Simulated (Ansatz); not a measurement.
`OC[AsH2]` and `O[CH2][GeH3]` differ in one atom or group.

Ansatz, PBE0-D4/def2-TZVP geometries, multiplicity 1. Each molecule was computed in one conformer, which needn't be the lowest.

Scalar relativity is left out up to krypton.

```
                                      property  `OC[AsH2]`
           HOMO energy (B3LYP/def2-TZVPP) / eV       -6.91
         HOMO energy (ωB97M-V/def2-TZVPP) / eV       -9.29
zero-point energy (PBE0-D4/def2-TZVP) / kJ/mol       151.8
           LUMO energy (B3LYP/def2-TZVPP) / eV       -0.17
           HOMO–LUMO gap (PBE/def2-TZVPP) / eV        5.16
             HOMO energy (PBE/def2-TZVPP) / eV       -5.86
```

Problem. What does the change do to each property? (Estimate.)

Solution. Ansatz gave: 
```
                                      property  `O[CH2][GeH3]`  shift
           HOMO energy (B3LYP/def2-TZVPP) / eV           -7.87  -0.96
         HOMO energy (ωB97M-V/def2-TZVPP) / eV          -10.56  -1.27
zero-point energy (PBE0-D4/def2-TZVP) / kJ/mol           170.1   18.3
           LUMO energy (B3LYP/def2-TZVPP) / eV            0.34   0.51
           HOMO–LUMO gap (PBE/def2-TZVPP) / eV            6.25   1.09
             HOMO energy (PBE/def2-TZVPP) / eV           -6.42  -0.56
```

With PBE0 the HOMO falls by 1.01 eV and the LUMO rises by 0.57 eV, so the gap widens by about 1.58 eV. PBE moves the HOMO by -0.56 eV and ωB97M-V by -1.27 eV. The zero-point energy changes by 18.3 kJ/mol with +3 modes.

B3LYP here is the variant with VWN-RPA as its local correlation; programs differ in this.
